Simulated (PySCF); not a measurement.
# Dipole response of F (fluorine, neutral)

[He] 2s2 2p5, 2P determinant. Calculation: PySCF 2.14, in x2c-TZVPPall with one added diffuse shell each of s, p, d type (6s4p3d1f, 40 functions); the spin-free X2C one-electron Hamiltonian (Gaussian nucleus). Coupled (time-dependent) response in atomic units; α is the mean over directions.

```csv
method,mean α (bohr³),"α xx, yy, zz",C₆ (like pair),S(−4)
UHF,3.220,"3.017, 3.322, 3.322",8.433,3.876
PBE,3.955,"3.536, 4.165, 4.165",10.90,7.125
PBE0,3.690,"3.355, 3.858, 3.858",10.000,5.767
M06-L,3.909,"3.497, 4.114, 4.114",10.79,6.552
BHandHLYP,3.494,"3.220, 3.632, 3.632",9.327,4.943
```

S(−4) is the Cauchy moment in α(ω) = α(0) + S(−4) ω² + …

Reference α: 3.74 ± 0.08 bohr³ (recommended; Schwerdtfeger and Nagle, table of static dipole polarizabilities (2023 update)). Published C₆: 9.520 (Chu and Dalgarno (2004); Tang, Norbeck and Certain (1976)).

α(iu) at M06-L:

| u (hartree) | α(iu) (bohr³) |
| --- | --- |
| 0 | 3.909 |
| 0.0500 | 3.892 |
| 0.100 | 3.845 |
| 0.200 | 3.672 |
| 0.300 | 3.432 |
| 0.500 | 2.894 |
| 0.750 | 2.290 |
| 1.00 | 1.818 |
| 1.50 | 1.201 |
| 2.00 | 0.8486 |
| 3.00 | 0.4891 |
| 5.00 | 0.2221 |

A single London oscillator, α(iu) = α/(1 + u²/ω²), gives C₆ = (3/4) ω α². Matching the computed C₆ needs ω = 4 × 10.79 / (3 × 3.909²) = 0.942 hartree.

The components differ because the open shell of this determinant is not spherical; for a pure term their mean is the scalar polarisability.
